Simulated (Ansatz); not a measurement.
Cost and result for the atomization energy of FH₂SbSe (`[F][SbH][SeH]`) (5 atoms, 4 bonds).

```xyz
5

F    -0.040   -1.089    1.689
Sb   -0.860   -0.880   -0.037
Se   -0.585    1.629   -0.325
H     0.611   -1.224   -0.850
H     0.874    1.565   -0.476
```

The species carries charge 0 and has multiplicity 1. Correlated methods include outer-core shells of Sb, Se, which these sets cover unevenly. Scalar relativity is left out up to krypton. Sb takes the def2 core potential. The structure was optimised at the PBE0-D4/def2-TZVP level. It is one conformer, not always the lowest. Program: Ansatz. All runs use 2 threads of an AMD EPYC 7B13 on a shared host. Times are those of one run each, without the atoms' runs, and a repeat can differ threefold. Electronic energies, without spin–orbit coupling; frozen cores. CCSD(T)/CBS adds CCSD(T) − MP2 in def2-TZVPP to the MP2 limit, and its time is that of the two runs behind it. T1 = 0.013. With those shells the extrapolation isn't a true limit.

CCSD(T)/CBS is a level of theory with its own doubt, some kJ/mol a heavy atom from the limit and from the frozen cores, so smaller differences don't rank the functionals.

| level | functions | wall time | atomization (kJ/mol) | difference from CCSD(T)/CBS | per bond |
| --- | --- | --- | --- | --- | --- |
| LDA (SPW92)/def2-TZVPP | 157 | 0.9 s | 1513.6 | 243.8 | 61.0 |
| BLYP-D4/def2-TZVPP | 157 | 1.6 s | 1288.7 | 18.9 | 4.7 |
| PBE-D4/def2-TZVPP (with forces) | 157 | 1.8 s | 1293.1 | 23.3 | 5.8 |
| BHLYP-D4/def2-TZVPP | 157 | 2.2 s | 1187.7 | -82.1 | -20.5 |
| CAM-B3LYP-D4/def2-TZVPP | 157 | 2.6 s | 1254.7 | -15.1 | -3.8 |
| r2SCAN-D4/def2-TZVPP (with forces) | 157 | 3.5 s | 1253.8 | -16.0 | -4.0 |
| r2SCANh-D4/def2-TZVPP | 157 | 3.5 s | 1232.0 | -37.8 | -9.4 |
| CCSD(T)/def2-SVP | 82 | 3.7 s | 1077.9 | -191.9 | -48.0 |
| PBE-QIDH/def2-TZVPP | 157 | 4.2 s | 1200.2 | -69.6 | -17.4 |
| ωB97X-V/def2-TZVPP | 157 | 5.5 s | 1272.4 | 2.6 | 0.7 |
| MP2/def2-QZVPP | 288 | 12 s | 1244.8 | -25.0 | -6.2 |
| CCSD(T)/def2-TZVPP | 157 | 56 s | 1195.0 | -74.8 | -18.7 |
| CCSD(T)/CBS(def2) | – | 68 s | 1269.8 | 0.0 | 0.0 |

Leaving LDA and LC-ωPBE aside and taking each functional with its dispersion term where it has one, the values spread over 105.5 kJ/mol, from BHLYP-D4 to PBE-D4. LDA lies +232.0 kJ/mol from PBE without D4, its usual overbinding. At CCSD(T), def2-SVP lies −191.8 kJ/mol from the extrapolated value and def2-TZVPP −74.8 kJ/mol: correlation converges slowly with the basis, and small sets miss more of it in the bonded molecule than in its fragments. From BLYP to BHLYP (50 % exact exchange), in def2-TZVPP and without D4, the atomization energy moves by −94.4 kJ/mol: exact exchange takes away binding that semilocal exchange gives to molecules.
